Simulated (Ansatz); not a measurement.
Zn₂Se₃⁻. Charge -1, multiplicity 2. Geometry PBE-D4/def2-SVPD.

Cartesian coordinates in Å:
```
Zn 0.548 -0.364 0.028
Zn -1.613 1.066 -0.080
Se 0.412 2.156 -0.150
Se -1.832 -1.218 0.080
Se 2.485 -1.640 0.122
```

The structure comes from a short search, and lower isomers may exist.

(1) Estimate the α-spin orbital energies around the gap (eV) in Ansatz with PBE-D4/def2-SVPD, PBE-D4/def2-TZVPD, r2SCAN-D4/def2-TZVPD, PBE0-D4/def2-SVPD, PBE0-D4/def2-TZVPD.

## Answers

(1) 
```csv
orbital,PBE-D4/def2-SVPD,PBE-D4/def2-TZVPD,r2SCAN-D4/def2-TZVPD,PBE0-D4/def2-SVPD,PBE0-D4/def2-TZVPD
HOMO−13,-7.73,-7.76,-8.13,-10.51,-10.51
HOMO−12,-7.70,-7.73,-8.09,-10.50,-10.49
HOMO−11,-7.65,-7.72,-8.09,-10.45,-10.47
HOMO−10,-7.60,-7.67,-8.04,-10.44,-10.44
HOMO−9,-7.58,-7.67,-8.04,-10.41,-10.41
HOMO−8,-4.88,-4.87,-5.03,-5.94,-5.91
HOMO−7,-4.03,-4.03,-4.26,-5.15,-5.14
HOMO−6,-2.97,-2.96,-3.41,-4.32,-4.31
HOMO−5,-2.50,-2.47,-2.72,-3.45,-3.41
HOMO−4,-2.44,-2.42,-2.66,-3.43,-3.39
HOMO−3,-2.28,-2.28,-2.51,-3.35,-3.35
HOMO−2,-1.99,-1.97,-2.17,-2.92,-2.88
HOMO−1,-1.71,-1.71,-2.03,-2.89,-2.88
HOMO,-1.50,-1.50,-1.66,-2.39,-2.39
LUMO,0.70,0.69,0.87,1.41,1.40
LUMO+1,2.27,2.29,2.67,3.01,2.90
LUMO+2,2.75,2.53,2.87,3.44,2.99
LUMO+3,2.99,2.68,3.08,3.46,3.07
LUMO+4,3.08,2.69,3.19,3.49,3.13
LUMO+5,3.33,2.91,3.35,3.86,3.26
β HOMO,-1.45,-1.47,-1.64,-2.37,-2.37
β LUMO,-1.15,-1.10,-0.90,-0.28,-0.21
```
